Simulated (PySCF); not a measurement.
PySCF input for In(I)3 cation (I3In), SMILES [I][In]([I])[I] (connectivity only; charge and spin as stated), charge +1, multiplicity 2, TDA-PBE/def2-SVPD. Geometry: B3LYP-D3(BJ)/def2-SVP. The spin state was assumed, not searched. The isomer is the one that the SMILES or the coordinates give; other isomers of the formula were not compared. The def2 effective core potentials stand for the cores of I, In; spin–orbit coupling is left out.

```python
import numpy as np
from pyscf import gto, scf, dft, tdscf

mol = gto.M(
    atom='''
    In   -0.00000000    0.00000000    0.40646264
    I     0.00000000    1.77853877   -1.69602611
    I     0.00000000   -0.00000000    3.01626600
    I     0.00000000   -1.77853877   -1.69602611
    ''',
    basis='def2-SVPD',
    ecp={'I': 'def2-svp', 'In': 'def2-svp'},
    charge=1,
    spin=1,
    max_memory=1600,
    verbose=4,
)
mf = dft.UKS(mol, xc='pbe').density_fit(auxbasis='def2-universal-jkfit')
mf.grids.level = 3
mf.conv_tol = 1e-9
mf.max_cycle = 100
mf.kernel()
fine, coarse = mf.grids, dft.Grids(mol).set(level=1).build(with_non0tab=True)
for _ in range(3):  # follow internal instabilities
    mf.grids = coarse
    mo, _, stable, _ = mf.stability(return_status=True, nroots=4)
    mf.grids = fine
    if stable:
        break
    mf.kernel(mf.make_rdm1(mo, mf.mo_occ))
mf.grids = dft.Grids(mol).set(level=1).build(with_non0tab=True)  # coarser grid for the response kernel
td = tdscf.TDA(mf)
td.nstates = 10
td.conv_tol = 1e-4
td.positive_eig_threshold = 1e-6
td.kernel(x0=td.get_init_guess(mf, 15))
td.analyze(verbose=3)
```

Output:

```
PySCF version 2.14.0

[INPUT] verbose = 4
[INPUT] num. atoms = 4
[INPUT] num. electrons = 95
[INPUT] charge = 1
[INPUT] spin (= nelec alpha-beta = 2S) = 1
[INPUT] symmetry False subgroup None
[INPUT] Mole.unit = angstrom
[INPUT] Symbol           X                Y                Z      unit          X                Y                Z       unit  Magmom
[INPUT]  1 In     0.000000000000   0.000000000000   0.406462640000 AA    0.000000000000   0.000000000000   0.768103069468 Bohr   0.0
[INPUT]  2 I      0.000000000000   1.778538770000  -1.696026110000 AA    0.000000000000   3.360951177221  -3.205024848011 Bohr   0.0
[INPUT]  3 I      0.000000000000   0.000000000000   3.016266000000 AA    0.000000000000   0.000000000000   5.699916658837 Bohr   0.0
[INPUT]  4 I      0.000000000000  -1.778538770000  -1.696026110000 AA    0.000000000000  -3.360951177221  -3.205024848011 Bohr   0.0

nuclear repulsion = 532.52767226954
number of shells = 51
number of NR pGTOs = 277
number of NR cGTOs = 137
basis = def2-SVPD
ecp = {'I': 'def2-svp', 'In': 'def2-svp'}


[settings echo left out]
init E= -966.673634228173
  alpha nocc = 48  HOMO = -1.82454047396807  LUMO = -1.78647312224953
  beta  nocc = 47  HOMO = -1.82631567527003  LUMO = -1.82454047396807

WARN: HOMO -1.82454047396807 >= LUMO -1.82454047396807

cycle= 1 E= -1078.55566206915  delta_E= -112  |g|= 3.89  |ddm|= 14.9
  alpha nocc = 48  HOMO = -0.116053237913996  LUMO = -0.105708450081966
  beta  nocc = 47  HOMO = -0.117128120727862  LUMO = -0.106272316400298
  HOMO = -0.116053237914  LUMO = -0.1062723164  gap/eV = 0.26615
cycle= 2 E= -1068.9862508922  delta_E= 9.57  |g|=  3.8  |ddm|= 13.6
  alpha nocc = 48  HOMO = -0.503717217722074  LUMO = -0.476112777422547
  beta  nocc = 47  HOMO = -0.533957295833624  LUMO = -0.504000777407906

WARN: HOMO -0.503717217722074 >= LUMO -0.504000777407906

cycle= 3 E= -1067.09924373722  delta_E= 1.89  |g|= 2.52  |ddm|= 10.7
  alpha nocc = 48  HOMO = -0.424145454971111  LUMO = -0.387811311667472
  beta  nocc = 47  HOMO = -0.429839527720048  LUMO = -0.42338602476516

WARN: HOMO -0.424145454971111 >= LUMO -0.42338602476516

cycle= 4 E= -1081.11309968948  delta_E=  -14  |g|= 1.37  |ddm|= 6.94
  alpha nocc = 48  HOMO = -0.387693773365806  LUMO = -0.29616449755203
  beta  nocc = 47  HOMO = -0.401771890940068  LUMO = -0.381661328266055
  HOMO = -0.387693773366  LUMO = -0.381661328266  gap/eV = 0.16415
cycle= 5 E= -1082.8396704103  delta_E= -1.73  |g|= 0.475  |ddm|= 3.59
  alpha nocc = 48  HOMO = -0.373501426120921  LUMO = -0.333490284396675
  beta  nocc = 47  HOMO = -0.387794586728617  LUMO = -0.372664678817724

WARN: HOMO -0.373501426120921 >= LUMO -0.372664678817724

cycle= 6 E= -1081.81275879583  delta_E= 1.03  |g|= 1.14  |ddm|= 2.69
  alpha nocc = 48  HOMO = -0.390823232176219  LUMO = -0.325338712541702
  beta  nocc = 47  HOMO = -0.394411411421663  LUMO = -0.373617746054457
  HOMO = -0.390823232176  LUMO = -0.373617746054  gap/eV = 0.46819
cycle= 7 E= -1083.01364552548  delta_E= -1.2  |g|= 0.167  |ddm|=    2
  alpha nocc = 48  HOMO = -0.409725429366325  LUMO = -0.320330555641191
  beta  nocc = 47  HOMO = -0.406501091161798  LUMO = -0.390516461716409
  HOMO = -0.406501091162  LUMO = -0.390516461716  gap/eV = 0.43496
cycle= 8 E= -1083.03658712858  delta_E= -0.0229  |g|= 0.0519  |ddm|= 0.38
  alpha nocc = 48  HOMO = -0.41534415316826  LUMO = -0.323670023006833
  beta  nocc = 47  HOMO = -0.414287288797379  LUMO = -0.39218876958528
  HOMO = -0.414287288797  LUMO = -0.392188769585  gap/eV = 0.60133
cycle= 9 E= -1083.03774383032  delta_E= -0.00116  |g|= 0.032  |ddm|= 0.139
  alpha nocc = 48  HOMO = -0.411987577656575  LUMO = -0.322726609389619
  beta  nocc = 47  HOMO = -0.411383631162309  LUMO = -0.393633280142538
  HOMO = -0.411383631162  LUMO = -0.393633280143  gap/eV = 0.48301
cycle= 10 E= -1083.03860722095  delta_E= -0.000863  |g|= 0.00976  |ddm|= 0.0464
  alpha nocc = 48  HOMO = -0.410808367611727  LUMO = -0.322692300606565
  beta  nocc = 47  HOMO = -0.410322050595386  LUMO = -0.393852346874269
  HOMO = -0.410322050595  LUMO = -0.393852346874  gap/eV = 0.44816
cycle= 11 E= -1083.03867678728  delta_E= -6.96e-05  |g|= 0.00428  |ddm|= 0.0134
  alpha nocc = 48  HOMO = -0.410078222705111  LUMO = -0.322699911736311
  beta  nocc = 47  HOMO = -0.409718700627821  LUMO = -0.394301548431051
  HOMO = -0.409718700628  LUMO = -0.394301548431  gap/eV = 0.41952
cycle= 12 E= -1083.03869680796  delta_E= -2e-05  |g|= 0.000864  |ddm|= 0.00811
  alpha nocc = 48  HOMO = -0.409910974171536  LUMO = -0.322719287208772
  beta  nocc = 47  HOMO = -0.409591101476854  LUMO = -0.394443995728652
  HOMO = -0.409591101477  LUMO = -0.394443995729  gap/eV = 0.41217
cycle= 13 E= -1083.03869751459  delta_E= -7.07e-07  |g|= 0.000178  |ddm|= 0.00175
  alpha nocc = 48  HOMO = -0.409864930755149  LUMO = -0.322703995199065
  beta  nocc = 47  HOMO = -0.409555498471145  LUMO = -0.394437217300604
  HOMO = -0.409555498471  LUMO = -0.394437217301  gap/eV = 0.41139
cycle= 14 E= -1083.0386975349  delta_E= -2.03e-08  |g|= 3.54e-05  |ddm|= 0.000382
  alpha nocc = 48  HOMO = -0.409874630325591  LUMO = -0.322709220645534
  beta  nocc = 47  HOMO = -0.409565831537515  LUMO = -0.394438194128078
  HOMO = -0.409565831538  LUMO = -0.394438194128  gap/eV = 0.41164
cycle= 15 E= -1083.03869753582  delta_E= -9.25e-10  |g|= 6.74e-06  |ddm|= 7.62e-05
  alpha nocc = 48  HOMO = -0.409872672307889  LUMO = -0.322707776311427
  beta  nocc = 47  HOMO = -0.409564178365407  LUMO = -0.394438472988242
  HOMO = -0.409564178365  LUMO = -0.394438472988  gap/eV = 0.41159
Extra cycle  E= -1083.03869753575  delta_E= 7.55e-11  |g|= 1.16e-05  |ddm|= 2.99e-05
converged SCF energy = -1083.03869753575  <S^2> = 0.75183814  2S+1 = 2.0018373
tot grids = 32168
uhf_internal: lowest eigs of H = [0.13363476 0.14185686 0.14567432 0.15273751]
<class 'pyscf.df.df_jk.DFUKS'> wavefunction is stable in the internal stability analysis
tot grids = 32168
Overwritten attributes  positive_eig_threshold  of <class 'pyscf.tdscf.uks.TDA'>


******** <class 'pyscf.tdscf.uks.TDA'> for <class 'pyscf.df.df_jk.DFUKS'> ********
nstates = 10
deg_eia_thresh = 1.000e-03
wfnsym = None
conv_tol = 0.0001
eigh lindep = 1e-12
eigh level_shift = 0
eigh max_cycle = 100


Excitation energies (eV)
[0.41446606 0.51554234 0.65444017 1.25644623 1.83109066 1.88477216
 2.16416358 2.26732411 2.49477405 2.51779653]

** Excitation energies and oscillator strengths **
Excited State   1:      0.41447 eV   2991.42 nm  f=0.0000
Excited State   2:      0.51554 eV   2404.93 nm  f=0.0000
Excited State   3:      0.65444 eV   1894.51 nm  f=0.0001
Excited State   4:      1.25645 eV    986.78 nm  f=0.0000
Excited State   5:      1.83109 eV    677.11 nm  f=0.0000
Excited State   6:      1.88477 eV    657.82 nm  f=0.0313
Excited State   7:      2.16416 eV    572.90 nm  f=0.0001
Excited State   8:      2.26732 eV    546.83 nm  f=0.0000
Excited State   9:      2.49477 eV    496.98 nm  f=0.0000
Excited State  10:      2.51780 eV    492.43 nm  f=0.0000
```

The run converged.
